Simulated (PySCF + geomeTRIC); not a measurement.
Species: H₃BSi₂, SMILES `B1=[SiH][SiH2]1` (charge 0, multiplicity 1).

Give a relaxed geometry from B3LYP-D3(BJ)/def2-TZVP (PySCF + geomeTRIC).

the end point of this relaxation (outside a Z-matrix the atoms follow the SMILES, hydrogens last).
Bonded distances (Å): B1–Si2 1.763, B1–Si3 1.872, Si2–Si3 2.497, Si2–H4 1.478, Si3–H5 1.487, Si3–H6 1.487. Angles (°): Si2–B1–Si3 86.8, B1–Si2–Si3 48.4, B1–Si2–H4 167.1, Si3–Si2–H4 144.4, B1–Si3–Si2 44.8, B1–Si3–H5 125.7, B1–Si3–H6 125.4, Si2–Si3–H5 120.3, Si2–Si3–H6 120.8, H5–Si3–H6 106.7.
